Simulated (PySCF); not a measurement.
# Basis and Hamiltonian dependence of the excitation energy of Ga(2+)

Ga(2+) [Ar] 3d10 4s1 (2S) → Ga(2+) [Ar] 3d9 4s1 5s1 (4D). All values are computed (PySCF 2.14, energy differences of UHF-based or UKS calculations, no spin-orbit coupling). Values in eV.

```tsv
basis	Hamiltonian	functions	UHF	PBE	PBE0
aug-cc-pVDZ-PP with ECP10MDF	ECP	32	35.653	37.375	n/a
ANO-RCC-VTZP	spin-free X2C	43	33.386	34.897	34.822
aug-cc-pVTZ-PP with ECP10MDF	ECP	55	33.799	35.927	35.705
aug-cc-pVTZ-PP with one added diffuse shell each of s, d, f type with ECP10MDF	ECP	68	33.797	35.923	35.701
```

At PBE0, ANO-RCC-VTZP lies more than 0.3 eV from the median of the rows with comparable relativity. Of these, ANO-RCC-VTZP has no diffuse functions of the l that the added or promoted electron needs.

The upper state lies above the first ionisation limit, but in LS coupling its spin forbids autoionisation to the ground ion. A Rydberg-like electron needs more diffuse functions than a valence basis has.
